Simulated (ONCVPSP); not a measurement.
## What one change does to a pseudopotential (rubidium (Rb), ONCV)

ONCVPSP 4.0.1 input, shortened (lines: element, Z, core and valence counts, functional; n l f; lmax; l rc ep ncon nbas qcut; lloc lpopt rc5 dvloc0; l nproj debl; icmod fcfact rcfact), PBE, scalar-relativistic:

```
  Rb 37.00    6    3        4      upf
    1    0    2.00
    2    0    2.00
    2    1    6.00
    3    0    2.00
    3    1    6.00
    3    2   10.00
    4    0    2.00
    4    1    6.00
    5    0    1.00
    2
    0    1.95    0.00    3    6    7.40
    1    2.05    0.00    4    8    5.60
    2    1.90    0.26    3    7    6.00
    2    5    1.90    0.00
    0    2    2.60
    1    2    1.10
    2    0    1.60
    2    0.35    1.10
```

Change: p: rc 2.64.

Cutoffs: the cutoffs (Ha) at which the residual kinetic energy of the hardest occupied pseudo-wave falls to 1 and 0.1 mHa per electron; they do not see the model core or the augmentation charge, which bear on the density cutoff. Errors are all-electron minus pseudo energies relative to the spin-unpolarised reference configuration.

Problem. Predict the effect on cutoff, ghosts and configuration errors.

Solution. The potential gets neither clearly harder nor softer (16 Ha and 19 Ha → 16 Ha and 19 Ha); of the 4 tests that both files solve, the error grows in 1 and shrinks in 0 by more than 15 % and 0.3 meV (median size 0.1 → 0.1 meV); neither file shows a bound ghost.

| quantity | base | changed |
| --- | --- | --- |
| cutoff, loose | 16 Ha | 16 Ha |
| cutoff, tight | 19 Ha | 19 Ha |
| loose cutoff by channel | s 16 Ha, p 6.6 Ha | s 16 Ha, p 7.1 Ha |
| bound ghosts | none | none |
| GHOST(+) flags under 300 eV | none | none |
| error for 4s2 4p6 5s0, meV [ΔE 4.15 eV] | -0.1 | -0.1 |
| error for 4s2 4p6 5s0.5, meV [ΔE 1.58 eV] | -0.1 | -0.1 |
| error for 4s2 4p6 5s0 5p1, meV [ΔE 1.52 eV] | +0.1 | 0.0 |
| error for 4s2 4p5 5s1, meV [ΔE 21.14 eV] | -11 | -22 |
| s: phases at 1.97 bohr within 0.05 rad from the reference energy up to (Ha; the scan ends near 5) | to the end of the scan | to the end of the scan |
| d: phases at 1.93 bohr within 0.05 rad from the reference energy up to (Ha; the scan ends near 5) | 3.9 | 3.9 |
| rms error of d²Exc/dni dnj with the model core, mHa | 0.16 | 0.25 |
